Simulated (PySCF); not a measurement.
Mg(Et)(SH) (C2H6MgS), SMILES [CH2]([Mg][SH])C.

The structure is a stationary point at PBE-D3(BJ)/def2-SVP. The structure was generated by enumeration; whether it is a known compound was not checked. The values are those of a single conformer.

All values below come from PySCF with PBE-D3(BJ)/def2-SVP.

Frequencies are harmonic and unscaled.

A small imaginary wavenumber (i) marks a very flat motion, where grid noise or a shallow saddle decides the sign.

```
mode  ν (cm⁻¹)  IR (km/mol)  moving atoms (share of kinetic energy)
----  --------  -----------  --------------------------------------
1          26i         11.7                                  H 94 %
2           71          6.9         Mg 39 %, C 26 %, S 19 %, H 16 %
3          101         11.4                 Mg 52 %, H 30 %, S 11 %
4          203         26.3          C 42 %, Mg 31 %, H 19 %, S 9 %
5          226          7.6                 H 79 %, C 11 %, Mg 10 %
6          338         15.5          S 40 %, C 38 %, H 13 %, Mg 8 %
7          508          2.0                                  H 90 %
8          545         46.1                          H 80 %, C 17 %
9          563         58.8         Mg 58 %, C 22 %, H 10 %, S 10 %
10         885          5.0                                  H 93 %
11         917         10.2                           H 91 %, C 9 %
12        1000         10.1                          C 82 %, H 18 %
13        1121         27.5                          H 66 %, C 33 %
14        1198          5.0                          H 76 %, C 24 %
15        1343         11.4                          H 83 %, C 17 %
16        1382          0.3                           H 91 %, C 9 %
17        1420          1.7                                  H 96 %
18        1432          6.0                                  H 97 %
19        2604          3.2                                  H 97 %
20        2935         65.8                                  H 97 %
21        2953         17.3                                  H 95 %
22        2999          4.7                           H 91 %, C 9 %
23        3005         27.6                           H 91 %, C 9 %
24        3031         33.0                           H 91 %, C 9 %
```
